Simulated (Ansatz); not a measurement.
One change: `CO[SiH](I)OC` becomes `CO[SiH](Cl)I`.

Ansatz, PBE0-D4/def2-TZVP geometries, multiplicity 1. Each molecule was computed in one conformer, which needn't be the lowest.

Elements past krypton have def2 core potentials.

| property | `CO[SiH](I)OC` |
| --- | --- |
| HOMO energy (B3LYP/def2-TZVPP) / eV | -7.37 |
| LUMO energy (ωB97M-V/def2-TZVPP) / eV | 2.00 |
| LUMO energy (PBE0/def2-TZVPP) / eV | 0.18 |
| size of the dipole moment (PBE/def2-TZVPP) / D | 1.49 |
| HOMO–LUMO gap (PBE0/def2-TZVPP) / eV | 7.82 |
| HOMO energy (PBE0/def2-TZVPP) / eV | -7.63 |

(1) What does the change do to each property? (Estimate.)

Answers

(1) Ansatz gave: 
```json
{"property": "HOMO energy (B3LYP/def2-TZVPP) / eV", "`CO[SiH](Cl)I`": "-7.61", "shift": "-0.24"}
{"property": "LUMO energy (ωB97M-V/def2-TZVPP) / eV", "`CO[SiH](Cl)I`": "1.31", "shift": "-0.69"}
{"property": "LUMO energy (PBE0/def2-TZVPP) / eV", "`CO[SiH](Cl)I`": "-0.55", "shift": "-0.73"}
{"property": "size of the dipole moment (PBE/def2-TZVPP) / D", "`CO[SiH](Cl)I`": "1.87", "shift": "0.38"}
{"property": "HOMO–LUMO gap (PBE0/def2-TZVPP) / eV", "`CO[SiH](Cl)I`": "7.33", "shift": "-0.49"}
{"property": "HOMO energy (PBE0/def2-TZVPP) / eV", "`CO[SiH](Cl)I`": "-7.88", "shift": "-0.25"}
```

With PBE0 the HOMO falls by 0.25 eV and the LUMO falls by 0.73 eV, so the gap narrows by about 0.48 eV. PBE moves the HOMO by -0.26 eV and ωB97M-V by -0.23 eV. Dipoles are sizes alone; their direction can turn.

B3LYP here is the variant with VWN-RPA as its local correlation; programs differ in this.

Spin–orbit coupling is left out; it splits and shifts lone-pair levels of the heavy atoms by tenths of an eV.
